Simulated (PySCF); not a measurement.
Ligand exchange on a metal centre used in film growth or etching (Zr F-Br). Isolated molecules, 0 K electronic values unless said otherwise.

Method: PySCF 2.14.0 with B3LYP-D3(BJ)/def2-TZVP // r2SCAN-D4/def2-SVP. All candidates: neutral, multiplicity 1. B3LYP has the VWN-RPA correlation part, as in Gaussian. 

HOMO: -8.79 eV
HOMO–LUMO gap: 6.11 eV
dipole moment: 0.21 D

**Question.** Name which member has these values.
(A) [Zr(F)(Br)3]
(B) [Zr(F)3(Br)]
(C) [Zr(F)2(Br)2]

**Answer.** C, [Zr(F)2(Br)2]. The others give [Zr(F)(Br)3]: -8.65 eV, 5.74 eV, 0.26 D; [Zr(F)3(Br)]: -9.02 eV, 6.82 eV, 0.08 D
